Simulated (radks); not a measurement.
Task: Pd3+, configuration [Kr] 4d7. All-electron calculation, Dirac Kohn-Sham, PBE, spin-unpolarised, spherical densities, finite nucleus; open shells fill j = l - 1/2 first; Fermi nuclear charge, rms radius 4.5318 fm. Program: a radial shooting solver on a logarithmic mesh with Libxc functionals. Some entries of the table are withheld. Estimate them.

| orbital | occ. | eigenvalue (eV) | <r> (bohr) |
|---|---|---|---|
| 1s1/2 | 2 | (1) | 0.03185 |
| 2s1/2 | 2 | -3567.071 | 0.1380 |
| 2p1/2 | 2 | -3311.691 | (2) |
| 2p3/2 | 4 | -3152.298 | (3) |
| 3s1/2 | 2 | (4) | 0.3790 |
| 3p1/2 | 2 | -576.3833 | 0.3711 |
| 3p3/2 | 4 | -548.5927 | 0.3820 |
| 3d3/2 | 4 | (5) | 0.3555 |
| 3d5/2 | 6 | (6) | 0.3590 |
| 4s1/2 | 2 | -125.9213 | 0.9381 |
| 4p1/2 | 2 | -94.4785 | (7) |
| 4p3/2 | 4 | -89.8922 | (8) |
| 4d3/2 | 4 | -41.9155 | 1.299 |
| 4d5/2 | 3 | -41.3406 | 1.312 |
| 5s1/2 | 0 | -30.5524 | (9) |
| 5p1/2 | 0 | -23.5727 | 2.746 |
| 5p3/2 | 0 | -22.9880 | 2.808 |

Result: 
(1) 1s1/2 eigenvalue (eV): -24193.05
(2) 2p1/2 <r> (bohr): 0.1171
(3) 2p3/2 <r> (bohr): 0.1221
(4) 3s1/2 eigenvalue (eV): -677.1694
(5) 3d3/2 eigenvalue (eV): -370.1894
(6) 3d5/2 eigenvalue (eV): -364.6472
(7) 4p1/2 <r> (bohr): 1.005
(8) 4p3/2 <r> (bohr): 1.033
(9) 5s1/2 <r> (bohr): 2.395
